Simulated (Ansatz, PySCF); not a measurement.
Process, species as SMILES: O[SiH2]O [dihydroxysilane] -> O[SiH2] + [OH] (HO) (the O-Si bond at the site shown breaks; other sites are not compared here)
Structures are relaxed separately at B3LYP-D3(BJ)/def2-TZVP in Ansatz (a program for electronic structure), one conformer each, not searched for the lowest.
Geometry of the first species:
SMILES: O[SiH2]O
```xyz
7

Si    -0.2925    -0.2931     0.1712
O     -0.7095     1.2473    -0.2304
O      1.2327    -0.7182    -0.2769
H     -1.1896    -1.1614    -0.6019
H     -0.4295    -0.4631     1.6397
H     -0.4451     1.9714     0.3410
H      1.9733    -0.4760     0.2832
```

Wanted: bond dissociation energy (enthalpy at 298 K, with B3LYP-D3(BJ) rigid-rotor harmonic-oscillator terms from PySCF), in kcal/mol. Valence correlation only, unless marked. UHF or UKS for open shells. Spin-orbit coupling is left out. Non-relativistic. CBS(X,Y): correlation extrapolated as X^-3; Hartree-Fock from the larger set (for Q and 5 zeta extrapolated as (X+1)exp(-9√X)).

Level to compare with: CCSD(T)/CBS(cc-pV(Q+d)Z,cc-pV(5+d)Z) (Ansatz), 132.3 kcal/mol. It is a level with limits of its own, and the differences hold the functionals' basis error too.

Question: Rank these functionals by how close they come to CCSD(T)/CBS(cc-pV(Q+d)Z,cc-pV(5+d)Z), closest first: SVWN5/def2-TZVPD (Ansatz); B97M-V/def2-TZVPD (Ansatz); wB97M-V/def2-TZVPD (Ansatz).

Answer: wB97M-V/def2-TZVPD (range-separated hybrid meta-GGA with VV10, 130.4 kcal/mol, difference -1.9), B97M-V/def2-TZVPD (meta-GGA with VV10, 126.7 kcal/mol, difference -5.6), SVWN5/def2-TZVPD (LDA, 145.2 kcal/mol, difference 12.9)
